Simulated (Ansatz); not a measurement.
CH6BGaO can be A, `BC[O][GaH2]`, or B, `[BH2][GaH][O]C`.

Calculated with Ansatz (gas phase, PBE0-D4/def2-TZVP geometries, no zero-point term in ΔE). CCSD(T)/CBS is the MP2 limit (def2-TZVPP, def2-QZVPP) plus CCSD(T) − MP2 in def2-TZVPP, frozen cores. DFT in def2-TZVPP. For Ga outer-core shells are correlated without core-valence functions, which leaves a few kJ/mol of doubt a bond. Scalar relativity is left out up to krypton. Each species was taken in one conformer, which may not be the lowest.

(1) Which isomer does CCSD(T)/CBS put lower? Give the gap. (Best estimate.)

(2) Give E(B) − E(A) in kJ/mol with B2PLYP, CCSD(T)/def2-TZVPP, HF/def2-TZVPP, CCSD(T)/def2-SVP, LDA (SPW92), r2SCAN-D4, ωB97M-V. (Estimate.)

(3) Does the order hold for the free energy at 298.15 K (harmonic terms from PBE0-D4)? (Best estimate.)

Largest T1 diagnostic: 0.015.

## Answers

(1) Ansatz gave: A, by 11.0 kJ/mol.

(2) The calculation gave: B2PLYP 14.7, CCSD(T)/def2-TZVPP 12.6, HF/def2-TZVPP 11.7, CCSD(T)/def2-SVP 16.3, LDA (SPW92) 30.3, r2SCAN-D4 20.1, ωB97M-V 20.6. None reverses the order clearly.

(3) Ansatz gave: Yes: G(B) − G(A) = +17.9 kJ/mol, for one conformer each.

The D4 term adds +3.1 kJ/mol with B3LYP and +1.6 kJ/mol with PBE0; it sums over pairs of atoms, weighted by their polarisabilities, and B3LYP, whose exchange is more repulsive, gets the larger term. Leaving LDA and LC-ωPBE aside and taking each functional with its dispersion term where it has one, the values, not all of them listed here, spread over 10.1 kJ/mol, from B2PLYP to B97M-V. LDA lies +14.0 kJ/mol from PBE without D4.

B3LYP here is the variant with VWN-RPA as its local correlation; programs differ in this.
